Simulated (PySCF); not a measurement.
CH5F3Si2, SMILES C[Si@H](F)[SiH](F)F.

Geometry optimised at PBE-D3(BJ)/def2-SVP. The structure was generated by enumeration; whether it is a known compound was not checked. One conformer was computed; it need not be the lowest.

The numbers are results of PBE-D3(BJ)/def2-SVP (PySCF 2.14.0), not measurements.

Frequencies are harmonic and unscaled.

Q: Estimate the vibrational spectrum. (Estimate from the structure and the level; the computed values follow.)

A: 
```tsv
mode	ν (cm⁻¹)	IR (km/mol)	moving atoms (share of kinetic energy)
1	31	1.4	F 65 %, C 17 %, H 11 %
2	68	2.2	F 66 %, C 21 %, H 11 %
3	130	9.4	H 42 %, Si 31 %, F 22 %
4	162	4.0	H 66 %, F 17 %, Si 13 %
5	176	1.8	F 54 %, H 22 %, C 17 %
6	201	0.0	F 63 %, Si 28 %
7	250	14.1	F 40 %, Si 29 %, H 18 %, C 13 %
8	315	11.0	F 63 %, Si 33 %
9	448	1.1	Si 77 %, H 17 %
10	623	48.2	H 85 %, C 9 %
11	669	60.6	H 45 %, C 32 %, Si 17 %
12	737	50.4	H 59 %, C 21 %, Si 17 %
13	768	202.5	H 81 %
14	789	33.0	H 76 %, F 19 %
15	798	15.4	H 51 %, F 36 %, Si 11 %
16	819	147.1	F 40 %, H 31 %, Si 23 %
17	881	89.3	H 56 %, Si 23 %, F 12 %, C 9 %
18	896	24.5	Si 41 %, H 32 %, F 25 %
19	922	161.1	Si 49 %, F 43 %, H 8 %
20	1217	22.4	H 78 %, C 21 %
21	1373	5.1	H 96 %
22	1380	5.9	H 96 %
23	2164	110.8	H 97 %
24	2177	132.3	H 97 %
25	2976	0.1	H 97 %
26	3076	0.7	H 91 %, C 9 %
27	3085	0.3	H 91 %, C 9 %
```
